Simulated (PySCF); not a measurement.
2-bromo-1,1-difluoroethene, C₂HBrF₂, SMILES FC(F)=CBr, point group Cs.

Force field and properties: B3LYP/pcSseg-1 (PySCF, grid level 2). Vibrational terms come from second-order perturbation theory with semi-diagonal cubic constants, by steps of ±0.6 along the normal coordinates of each isotopologue. The parent has the commonest isotopes.

Equilibrium geometry (Å):

```csv
atom,x,y,z
F1,-1.4771,0.6531,-0.6568
C2,-0.6443,-0.1962,-0.0899
F3,-1.2665,-1.3202,0.2343
C4,0.6415,0.0108,0.1395
Br5,1.5146,1.6126,-0.3266
H6,1.2442,-0.7522,0.6132
```

Give the equilibrium and ground-state rotational constants (MHz) of parent; ⁸¹Br at 5; ²H at 6; ⁸¹Br at 5, ²H at 6; ¹³C at 4; ¹³C at 2.


```tsv
species	Ae	Be	Ce	A0	B0	C0	Δ0 (u Å²)	harmonic ZPE (cm⁻¹)
parent	10633	1426.3	1257.6	10574	1422	1252.8	0.206	5979
⁸¹Br at 5	10633	1412.5	1246.9	10574	1408.3	1242.1	0.206	5978
²H at 6	9909.6	1425.5	1246.3	9854.3	1420.8	1241.1	0.201	5279
⁸¹Br at 5, ²H at 6	9909.6	1411.7	1235.7	9854.2	1407	1230.6	0.201	5278
¹³C at 4	10498	1425.7	1255.2	10439	1421.5	1250.5	0.206	5935
¹³C at 2	10632	1417.3	1250.6	10574	1413.1	1245.9	0.206	5924
```

Δ0 = Ic − Ia − Ib from the ground-state constants.

How is the parent's vibrational correction B0 − Be made up?


```tsv
axis	harmonic	Coriolis	cubic	total (MHz)
a	19.3	-7.64	-70.8	-59.2
b	1.28	-0.178	-5.37	-4.27
c	0.521	-0.145	-5.17	-4.79
```

And its quartic centrifugal distortion constants from the harmonic force field?

Asymmetric top, A reduction, Ir representation: ΔJ = 0.165 kHz, ΔJK = 2.17 kHz, ΔK = 9.5 kHz, δJ = 0.0191 kHz, δK = 1.34 kHz.

Which nuclear quadrupole couplings χaa, χbb, χcc (MHz) does the parent show, at equilibrium and averaged?

79Br at 5: 487.1, -181.4, -305.7 and 484.5, -180.0, -304.5.

A mode lies under 250 cm⁻¹, where this perturbation treatment is rough.
